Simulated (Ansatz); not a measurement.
C₂H₈OSn⁻, that is Sn(OEt)H3 with one electron more. Charge -1, multiplicity 2. Geometry B3LYP-D4/def2-SVP, that of the neutral singlet; atoms count from 1.

```
atom    x (Å)    y (Å)    z (Å)
 Sn1  -2.0882  -0.9383   0.0226
  O2  -0.5418   0.2955   0.3324
  C3   0.7384   0.0028  -0.1826
  C4   1.6868   1.1325   0.1858
  H5   1.1313  -0.9548   0.2233
  H6   0.7176  -0.1135  -1.2882
  H7   2.7018   0.9376  -0.1977
  H8   1.3281   2.0845  -0.2359
  H9   1.7397   1.2442   1.2801
 H10  -3.3744  -0.1632   0.8432
 H11  -1.6922  -2.4747   0.6936
 H12  -2.3470  -1.0527  -1.6765
```

In the def2 sets Sn takes a core potential; there is no spin–orbit coupling. The highest occupied level of the charge -1 doublet lies above zero (up to 1.97 eV). By energy differences it is unbound by 0.67 eV (vertical, against the charge 0 singlet, at PBE0-D4/def2-TZVPD) and held by the finite basis.

**Question.** Estimate the Mulliken populations from the PBE0/def2-TZVPD orbitals of Ansatz.

**Answer.** 
```tsv
atom	charge (e)	spin (α − β)
Sn1	0.03	0.45
O2	-0.39	-0.13
C3	-0.78	0.75
C4	-0.86	0.19
H5	0.26	-0.10
H6	0.26	-0.09
H7	0.31	-0.07
H8	0.18	-0.02
H9	0.17	-0.02
H10	-0.02	-0.02
H11	-0.08	0.04
H12	-0.08	0.04
```
Mulliken values depend strongly on the basis. With diffuse functions, as here, like atoms can get unlike values, and bond orders can come out too low or too high.

**Question.** Where does the spin sit?

**Answer.** Summed by element: Sn 0.45, O -0.13, C 0.94, H -0.26, of 1 unpaired in all. Largest on single atoms: C3 0.75, Sn1 0.45, C4 0.19.

**Question.** And the Mayer bond orders between heavy atoms (over 0.3)?

**Answer.** Sn1–O2 0.34 (2.00 Å); Sn1–C3 0.69 (2.99 Å); O2–C3 0.52 (1.41 Å); C3–C4 1.29 (1.52 Å).
